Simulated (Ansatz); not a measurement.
Molecule: NH, charge 1, multiplicity 2. 
Coordinates optimised at B3LYP-D3(BJ)/def2-TZVP (Ansatz, an electronic-structure program):
```xyz
2

N      0.0000     0.0000    -0.1353
H      0.0000     0.0000     0.9473
```
Charge +1, spin multiplicity 2.

Basis-set convergence of Hartree-Fock and CCSD(T) correlation energies (hartree) with Ansatz. Correlated levels leave the core frozen unless marked. Open shells are spin-unrestricted. Spin-orbit coupling is left out. Non-relativistic.

The UHF reference is spin-contaminated (<S^2> 0.50 over the pure value in the largest basis). The T1 diagnostic of CCSD in the largest basis is 0.111, which is high, so the coupled-cluster rows are less sure than usual.

```csv
basis,functions,E(HF),"E(corr, CCSD(T))"
def2-SVPD,28,-54.45142,-0.10911
def2-TZVPPD,54,-54.51998,-0.13080
def2-QZVPPD,96,-54.52209,-0.13860
```

Extrapolating the two largest sets (X = 3 and 4) as X^-3: E(corr) = (64·(-0.13860) - 27·(-0.13080))/37 = -0.1443 Eh, an estimate of the basis-set limit. The largest set recovers 96.1 % of it, the smallest 75.6 %.
